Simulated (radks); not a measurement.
The praseodymium ion Pr2+, configuration [Xe] 4f3 (the NIST ground configuration).

Calculated with a radial shooting solver on a logarithmic mesh with Libxc functionals: scalar-relativistic Kohn-Sham, LDA (Slater exchange, Perdew-Wang correlation), spin-unpolarised, spherical densities, finite nucleus; Fermi nuclear charge, rms radius 4.8919 fm.

Energy parts (Ry):
| part | energy |
|---|---|
| total | -18459.0484 |
| kinetic | 19598.1892 |
| electron-nucleus | -44742.1461 |
| Hartree | 7102.3330 |
| exchange-correlation | -417.4245 |

Orbitals (lengths in bohr, moments of r in powers of bohr; r(max) is where P^2 peaks; r(90%) holds 90 % of the orbital's charge):
[
 {"orbital": "1s", "occ.": "2", "eigenvalue (Ry)": "-3070.973", "r(90%)": "0.0435", "<r^2>": "0.0007908", "<1/r>": "64.62", "r(max)": "0.01543"},
 {"orbital": "2s", "occ.": "2", "eigenvalue (Ry)": "-494.9191", "r(90%)": "0.159", "<r^2>": "0.01255", "<1/r>": "14.91", "r(max)": "0.08733"},
 {"orbital": "2p", "occ.": "6", "eigenvalue (Ry)": "-443.1958", "r(90%)": "0.147", "<r^2>": "0.01001", "<1/r>": "14.10", "r(max)": "0.07029"},
 {"orbital": "3s", "occ.": "2", "eigenvalue (Ry)": "-107.4635", "r(90%)": "0.400", "<r^2>": "0.08497", "<1/r>": "5.423", "r(max)": "0.2494"},
 {"orbital": "3p", "occ.": "6", "eigenvalue (Ry)": "-91.07499", "r(90%)": "0.405", "<r^2>": "0.08493", "<1/r>": "5.133", "r(max)": "0.2440"},
 {"orbital": "3d", "occ.": "10", "eigenvalue (Ry)": "-67.99532", "r(90%)": "0.387", "<r^2>": "0.07224", "<1/r>": "4.873", "r(max)": "0.2004"},
 {"orbital": "4s", "occ.": "2", "eigenvalue (Ry)": "-22.07419", "r(90%)": "0.895", "<r^2>": "0.4380", "<1/r>": "2.269", "r(max)": "0.5790"},
 {"orbital": "4p", "occ.": "6", "eigenvalue (Ry)": "-16.71570", "r(90%)": "0.961", "<r^2>": "0.4955", "<1/r>": "2.090", "r(max)": "0.6044"},
 {"orbital": "4d", "occ.": "10", "eigenvalue (Ry)": "-9.04845", "r(90%)": "1.10", "<r^2>": "0.6155", "<1/r>": "1.821", "r(max)": "0.6356"},
 {"orbital": "4f", "occ.": "3", "eigenvalue (Ry)": "-1.03785", "r(90%)": "2.03", "<r^2>": "1.765", "<1/r>": "1.199", "r(max)": "0.6929"},
 {"orbital": "5s", "occ.": "2", "eigenvalue (Ry)": "-3.82049", "r(90%)": "2.17", "<r^2>": "2.540", "<1/r>": "0.8808", "r(max)": "1.350"},
 {"orbital": "5p", "occ.": "6", "eigenvalue (Ry)": "-2.52140", "r(90%)": "2.56", "<r^2>": "3.472", "<1/r>": "0.7457", "r(max)": "1.531"}
]

The highest occupied level is 4f at -14.121 eV. The electron density at the nucleus is 4.318e+05 e/bohr^3 (large components only).
